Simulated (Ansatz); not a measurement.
One change: `C[CH2][GeH]([OH])[OH]` becomes `[OH][GeH]([OH])[F]`.

Ansatz, PBE0-D4/def2-TZVP geometries, multiplicity 1. Each molecule was computed in one conformer, which needn't be the lowest.

Scalar relativity is left out up to krypton.

```
                                      property  `C[CH2][GeH]([OH])[OH]`
       HOMO–LUMO gap (ωB97M-V/def2-TZVPP) / eV                    12.59
           HOMO energy (B3LYP/def2-TZVPP) / eV                    -7.94
             HOMO energy (PBE/def2-TZVPP) / eV                    -6.65
         HOMO energy (ωB97M-V/def2-TZVPP) / eV                   -10.45
             LUMO energy (PBE/def2-TZVPP) / eV                    -0.29
size of the dipole moment (PBE/def2-TZVPP) / D                     1.63
```

(1) What does the change do to each property? (Estimate.)

Answers

(1) The calculation gave: 
```
                                      property  `[OH][GeH]([OH])[F]`  shift
       HOMO–LUMO gap (ωB97M-V/def2-TZVPP) / eV                 13.65   1.06
           HOMO energy (B3LYP/def2-TZVPP) / eV                 -9.14  -1.20
             HOMO energy (PBE/def2-TZVPP) / eV                 -7.66  -1.01
         HOMO energy (ωB97M-V/def2-TZVPP) / eV                -11.84  -1.39
             LUMO energy (PBE/def2-TZVPP) / eV                 -0.91  -0.62
size of the dipole moment (PBE/def2-TZVPP) / D                  1.08  -0.55
```

With PBE0 the HOMO falls by 1.25 eV and the LUMO falls by 0.52 eV, so the gap widens by about 0.73 eV. PBE moves the HOMO by -1.01 eV and ωB97M-V by -1.39 eV. Dipoles are sizes alone; their direction can turn.

B3LYP here is the variant with VWN-RPA as its local correlation; programs differ in this.
